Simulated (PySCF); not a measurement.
An unknown shows these calculated signals:

¹H NMR (300 MHz, computed): δ 7.50 (m, 2H), 7.50 (m, 2H).

¹³C{¹H} NMR (computed): δ 230.7 (C), 145.2 (C), 139.2 (CH), 136.0 (CH), 127.3 (C).

All values are calculated (PySCF 2.14): geometry from GFN2-xTB, GIAO PBE0/pcSseg-1 shieldings. No solvent model, non-relativistic Hamiltonian, single conformer, rapidly exchanging positions averaged.

Shifts are taken against calculated references (same method and geometry level): ¹H (σref 31.72), ¹³C (σref 186.93) against TMS.

Q: Which of these does the molecule contain: a tert-butyl group, an OH group, a nitrile, a benzene ring?

A: 
- A tert-butyl group: no.
- An OH group: no.
- A nitrile: no.
- A benzene ring: yes.

The data belong to SMILES O=C=Pc1ccc(Cl)cc1, C7H4ClOP; they needn't prove each group on their own.

Carbon signals by region: 1 in the far downfield region (above 160 ppm), 4 in the sp2 and nitrile region (100–160 ppm). Above 160 ppm: 230.7, central carbon of a heterocumulene.

Carbons that carry Cl, above all several Cl atoms, come out too deshielded, partly because spin–orbit coupling is missing. Splittings by ³¹P in the carbon and heteronuclear signals aren't shown, as no couplings were computed. Shifts are as computed. Against solution values, carbons near 30 ppm lie about +3 ppm off and those near 130 ppm about +5 ppm; carbons on Cl a further +6 ppm. Of 1211 compounds with measured shifts, 218 miss one by over three times the rms of a fit or turn the order of signals round; such compounds aren't used in these exercises. No couplings were computed; multiplicities are counted from neighbouring protons, with m where these are inequivalent, close in shift, in a saturated or five-membered ring or joined by F or P, and br s for small geminal =CH2 splittings.
